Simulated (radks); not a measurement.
Q: Valence configurations of the bromine ion Br+ (all share [Ar]). All-electron calculation, Dirac Kohn-Sham, PBEsol, spin-unpolarised, spherical densities, finite nucleus; open shells fill j = l - 1/2 first; Fermi nuclear charge, rms radius 4.1629 fm. Program: a radial shooting solver on a logarithmic mesh with Libxc functionals. Order these by energy: 3d10 4s1 4p5; 3d8 4s2 4p6; 3d9 4s1 4p6; 3d9 4s2 4p5; 3d10 4s2 4p4; 3d9.5 4s2 4p4.5; 3d10 4p6.

A: From the lowest, in eV above it: 3d10 4s2 4p4 0.000; 3d10 4s1 4p5 13.183; 3d10 4p6 26.533; 3d9.5 4s2 4p4.5 31.407; 3d9 4s2 4p5 65.570; 3d9 4s1 4p6 79.659; 3d8 4s2 4p6 142.42. NIST lists [Ar] 3d10 4s2 4p4 as the ground configuration; this level of theory agrees among the configurations tried. The energies are those of spherical spin-averaged densities, not of single terms.
